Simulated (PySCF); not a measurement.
Species: C₈H₁₃F.
SMILES with atom numbers: `[F:1][C@H:2]1[C@@H:3]2[CH2:4][CH2:5][CH2:6][C@H:7]1[CH2:8][CH2:9]2`

Structure used (GFN2-xTB), in Å, numbered top down from 1:
```
atom  x, y, z in Å
F1     1.3733   -1.5612    1.6878
C2     0.3495   -0.7354    1.2611
C3     0.8955    0.5971    0.7606
C4    -0.2923    1.5432    0.5682
C5    -1.2648    1.0028   -0.4809
C6    -1.5799   -0.4763   -0.2536
C7    -0.3025   -1.2820   -0.0039
C8     0.7662   -1.0176   -1.0745
C9     1.5503    0.2125   -0.5742
H10   -0.3334   -0.6459    2.1121
H11    1.6138    1.0297    1.4602
H12    0.0674    2.5271    0.2605
H13   -0.8075    1.6629    1.5243
H14   -2.1900    1.5822   -0.4561
H15   -0.8311    1.1299   -1.4731
H16   -2.2412   -0.5860    0.6094
H17   -2.1025   -0.8769   -1.1245
H18   -0.5374   -2.3444    0.0880
H19    0.3128   -0.8541   -2.0509
H20    1.4280   -1.8797   -1.1527
H21    2.5948   -0.0493   -0.4082
H22    1.5206    1.0409   -1.2805
```

NICS is the negative of the GIAO shielding at a point without a nucleus: at the ring centre (0) and 1 Å above and below it (1); zz is the component along the ring normal. Level: GIAO PBE0/pcSseg-1 (PySCF, non-relativistic, gas phase) on the GFN2-xTB geometry, one conformer.

Ring bond lengths (Å), with Mayer bond orders in brackets: C2–C3 1.525 (0.97), C3–C4 1.531 (1.01), C4–C5 1.529 (1.03), C5–C6 1.529 (1.03), C6–C7 1.531 (1.01), C7–C2 1.524 (0.97); C2–C3 1.525 (0.97), C3–C9 1.536 (0.99), C9–C8 1.542 (1.03), C8–C7 1.536 (0.99), C7–C2 1.524 (0.97).

Give the NICS values of each ring in ppm.

```csv
ring,type,NICS(0),"NICS(1), two faces","NICS(1)zz, two faces",rms pucker (Å),"centre to ring atoms, mean (Å)"
C2–C3–C4–C5–C6–C7,6-membered carbocycle; formal bonds all single,-6.3,-4.4 / -6.0,-1.2 / -1.6,0.27,1.45
C2–C3–C9–C8–C7,5-membered carbocycle; formal bonds all single,-5.6,-3.5 / -5.3,-6.2 / -14.1,0.21,1.28
```

What can be read from them?

- C2–C3–C4–C5–C6–C7: mean NICS(1)zz -1.4 ppm, near zero. C2, C3, C4, C5, C6, C7 have four or more neighbours, and the NICS criterion for π rings isn't applied.
- C2–C3–C9–C8–C7: mean NICS(1)zz -10.1 ppm, shielded. C2, C3, C7, C8, C9 have four or more neighbours; no verdict on aromaticity is drawn. The two faces differ by 7.9 ppm, so no symmetry operation interchanges them.

What is the mean of the two in-plane components of NICS at the first NICS(1) probe listed for ring C2–C3–C9–C8–C7, 1 Å off the ring?

The isotropic value is a third of the trace: (3 × -3.5 − (-6.2))/2 = -2.1 ppm.

Give the inner angles of the rings and the Hirshfeld charges of the ring atoms.

- C2–C3–C4–C5–C6–C7: C2 101.2° (+0.057 e), C3 107.7° (-0.037 e), C4 111.2° (-0.068 e), C5 111.8° (-0.068 e), C6 111.2° (-0.068 e), C7 107.7° (-0.037 e); sum 650.7° against 720° for a flat convex ring.
- C2–C3–C9–C8–C7: C2 101.2° (+0.057 e), C3 102.7° (-0.037 e), C9 105.4° (-0.074 e), C8 105.4° (-0.074 e), C7 102.7° (-0.037 e); sum 517.2° against 540° for a flat convex ring.

The run took 41 s of wall time on Arm Neoverse V2, one thread, no GPU (shared host). This is the whole shielding run at PBE0/pcSseg-1, SCF included.
